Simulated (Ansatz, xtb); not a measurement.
## Two isomers of C4H6Br2

We compare a, `C/C(Br)=C/CBr`, a singlet, with b, `BrC[C@@H]1C[C@@H]1Br`, a singlet. Both are isolated molecules in the gas phase, relaxed with PBE0-D3(BJ)/def2-SVP; the shapes shown needn't be the lowest conformers.

a (Å):

```xyz
12

C     0.0035    1.0400   -2.2527
C    -0.4840    0.4255   -0.9867
C     0.2812    0.1150    0.0674
C    -0.1571   -0.5012    1.3369
Br   -2.3537    0.0897   -0.9740
Br    0.4450   -2.3668    1.4581
H    -0.4985    2.0015   -2.4429
H    -0.2124    0.3849   -3.1113
H     1.0886    1.2096   -2.2014
H     1.3519    0.3251   -0.0341
H     0.2861   -0.0058    2.2096
H    -1.2483   -0.5280    1.4341
```

b (Å):

```json
{"atom": "C", "x (Å)": "-2.3795", "y (Å)": "-1.8602", "z (Å)": "-0.2149"}
{"atom": "C", "x (Å)": "-1.3563", "y (Å)": "-0.8014", "z (Å)": "0.0394"}
{"atom": "C", "x (Å)": "-0.1614", "y (Å)": "-0.6842", "z (Å)": "-0.8755"}
{"atom": "C", "x (Å)": "0.0180", "y (Å)": "-1.1236", "z (Å)": "0.5389"}
{"atom": "Br", "x (Å)": "-3.3614", "y (Å)": "-2.3035", "z (Å)": "1.4085"}
{"atom": "Br", "x (Å)": "0.5363", "y (Å)": "-2.9234", "z (Å)": "0.9188"}
{"atom": "H", "x (Å)": "-3.1301", "y (Å)": "-1.5281", "z (Å)": "-0.9431"}
{"atom": "H", "x (Å)": "-1.9218", "y (Å)": "-2.7957", "z (Å)": "-0.5600"}
{"atom": "H", "x (Å)": "-1.7726", "y (Å)": "0.1338", "z (Å)": "0.4287"}
{"atom": "H", "x (Å)": "0.1940", "y (Å)": "0.3094", "z (Å)": "-1.1616"}
{"atom": "H", "x (Å)": "-0.0501", "y (Å)": "-1.4481", "z (Å)": "-1.6501"}
{"atom": "H", "x (Å)": "0.4749", "y (Å)": "-0.4390", "z (Å)": "1.2556"}
```

Quicker runs give these differences E(b) − E(a): GFN2-xTB +2.0 kcal/mol; HF/STO-3G +1.0 kcal/mol (at GFN2-xTB geometries); r2SCAN-D4/def2-SVP +8.3 kcal/mol (at GFN2-xTB geometries).

Question: Estimate E(b) − E(a) at the level CCSD(T)/def2-SVP + ΔMP2/def2-TZVPP.

Answer: Calculated at CCSD(T)/def2-SVP + ΔMP2/def2-TZVPP: E(b) − E(a) = +10.7 kcal/mol, so structure a lies lower.

The same difference at several levels:

```csv
level,geometry,E(b) − E(a) (kcal/mol),departure from the last row (kcal/mol),"job, with rough time for the two"
GFN2-xTB,GFN2-xTB,+2.0,−8.7,"optimisation, 0.11 s"
HF/STO-3G,GFN2-xTB,+1.0,−9.8,"single point, 0.5 s"
r2SCAN-D4/def2-SVP,GFN2-xTB,+8.3,−2.5,"single point, 4.2 s"
PBE0-D3(BJ)/def2-SVP,PBE0-D3(BJ)/def2-SVP,+6.2,−4.6,"optimisation, 46 s"
HF/def2-SVP,PBE0-D3(BJ)/def2-SVP,+9.6,−1.1,part of the CCSD(T) run
MP2/def2-SVP,PBE0-D3(BJ)/def2-SVP,+7.3,−3.4,part of the CCSD(T) run
CCSD(T)/def2-SVP,PBE0-D3(BJ)/def2-SVP,+9.3,−1.4,single point
CCSD(T)/def2-SVP + ΔMP2/def2-TZVPP,PBE0-D3(BJ)/def2-SVP,+10.7,,"single point, 1.8 min"
```

As drawn, b has 2 C–C in place of 1 C=C. Structure a has no ring, b a 3-membered ring.

None of the levels shown reverses the order. The largest departure from CCSD(T)/def2-SVP + ΔMP2/def2-TZVPP is that of HF/STO-3G, 9.8 kcal/mol. The last row adds to CCSD(T) the change of the MP2 difference between the two basis sets, here +1.4 kcal/mol.

With thermal terms from frequencies at re-optimised GFN2-xTB minima (ideal gas, soft modes damped towards free rotors, one conformer each, 298.15 K, 1 atm): the zero-point term adds +1.1 kcal/mol; ΔH is +11.2 and ΔG +12.5 kcal/mol.

The correlated steps freeze 22 core orbitals; the filled d shell of Br is correlated, in a basis made for valence electrons. Mirror images aren't counted in ΔG. Codes used: Ansatz 0.2.0, xtb 6.7.1; the last row on 4 threads of Arm Neoverse V2 on a shared host.
